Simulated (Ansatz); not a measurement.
Consider the formal exchange of groups at the Si–C bond: `F[SiH](Cl)C[SiH3]` + `C=C1C[SiH2]1` → `C=C1C[SiH]1[SiH3]` + `C[SiH](F)Cl`.

Isolated molecules relaxed with PBE0-D4/def2-TZVP in Ansatz; ΔE leaves out vibrations. CCSD(T)/CBS is the MP2 limit (def2-TZVPP, def2-QZVPP) plus CCSD(T) − MP2 in def2-TZVPP, frozen cores. DFT in def2-TZVPP. B3LYP here is the variant with VWN-RPA as its local correlation; programs differ in this. One conformer a species, not always the lowest.

```
             level  ΔE (kJ/mol)  difference from CCSD(T)/CBS
            PBE-D4        -22.8                        -13.4
           PBE0-D4        -18.6                         -9.2
           ωB97M-V         -4.5                          4.9
               PBE        -23.4                        -14.0
            r2SCAN        -15.6                         -6.2
              PBE0        -19.0                         -9.6
             B3LYP        -13.7                         -4.3
    MP2/def2-TZVPP         -5.4                          4.0
SCS-MP2/def2-TZVPP         -4.1                          5.3
     HF/def2-QZVPP         -1.5                          7.9
       CCSD(T)/CBS         -9.4                            0
```

Largest T1 diagnostic among the species: 0.013.

In def2-TZVPP, CCSD(T) changes the Hartree–Fock value by −7.3 kJ/mol (the triples alone add −1.6 kJ/mol) and MP2 by −3.2 kJ/mol. From PBE to PBE0 (25 % exact exchange), in def2-TZVPP and without D4, ΔE moves by +4.5 kJ/mol.
